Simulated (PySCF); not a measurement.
# Löwdin shares of the frontier orbitals

Species: C₃H₅F₃OSi.
Atom-mapped SMILES: `[OH:1][SiH2:2][CH2:3][C:4]([F:5])=[C:6]([F:7])[F:8]` (hydrogens: H9 on O1; H10, H11 on Si2; H12, H13 on C3)

Geometry (GFN2-xTB, Å), atoms numbered from 1 in this order:
```
atom  x, y, z in Å
O1    -2.4639    0.4446    0.2766
Si2   -1.3982   -0.6236    0.8526
C3     0.0868   -0.7957   -0.3703
C4     0.8224    0.4776   -0.4801
F5     0.1247    1.5039   -1.0292
C6     2.0496    0.7304   -0.0436
F7     2.8230   -0.1988    0.5189
F8     2.6811    1.8996   -0.0972
H9    -2.2154    1.2740   -0.1278
H10   -2.1401   -1.8724    0.8701
H11   -0.8439   -0.2011    2.1375
H12   -0.3012   -1.0628   -1.3536
H13    0.7707   -1.5752   -0.0502
```

Method used: PySCF 2.14.0, density-fitted response routines, TDDFT wB97X-D/def2-SVPD, vertical, gas phase, core orbitals frozen in the response.

Kohn–Sham orbitals with the atoms that hold most of them (Löwdin shares over 4%, at most four atoms; ? is withheld):

| orbital | ε (eV) | atoms |
| --- | --- | --- |
| LUMO+2 | 2.27 | C6 19%, C4 18%, O1 12%, F5 8% |
| LUMO+1 | 2.05 | C6 20%, Si2 19%, C3 10%, F7 8% |
| LUMO | 1.67 | ? |
| HOMO | ? | C6 26%, C4 25%, C3 10%, F7 9% |
| HOMO-1 | -10.98 | ? |
| HOMO-2 | -11.61 | O1 26%, C3 18%, Si2 17%, H10 13% |
| HOMO-3 | -12.88 | O1 43%, Si2 17%, C3 14%, H11 9% |

Task: Give the leading atoms of the HOMO-1.

Result: O1 (bonded to Si and H) 41%; Si2 (bonded to C, O and 2 H) 21%; H11 (bonded to Si) 19%; C3 (bonded to C, Si and 2 H) 6%.

Task: Which atoms hold the LUMO, and with what shares?

Result: Si2 (bonded to C, O and 2 H) 26%; O1 (bonded to Si and H) 14%; C6 (bonded to C and 2 F) 11%; C4 (bonded to 2 C and F) 10%. By element: silicon 26%, carbon 21% or more, oxygen 14%.

Task: What is the HOMO energy, and the HOMO–LUMO gap?

Result: ε(HOMO) = -9.10 eV; the gap is 10.76 eV (0.3955 hartree).

Task: How does S1 compare with the orbital gap of 10.76 eV?

Result: S1 is at 6.41 eV (f = 0.021), 4.36 eV below the gap, made of HOMO→LUMO (55%), HOMO→LUMO+4 (12%), HOMO→LUMO+1 (8%). Without the coupling terms of the response equations the lowest excitation would equal the gap.

Next come S2 at 6.99 eV (f 0.018), HOMO→LUMO+1 (73%); S3 at 7.14 eV (f 0.146), HOMO→LUMO (33%), HOMO→LUMO+4 (15%), HOMO→LUMO+2 (11%); S4 at 7.67 eV (f 0.353), HOMO→LUMO+2 (70%), HOMO→LUMO+4 (12%); S5 at 7.95 eV (f 0.0015), HOMO-1→LUMO (68%), HOMO-1→LUMO+1 (10%).

Löwdin shares depend on the basis, the more so with diffuse functions.

The run took 56 s wall on an Arm Neoverse V1 with one thread, on a shared host, and the process peaked at 0.88 GiB of memory.

One conformer stands for the species.
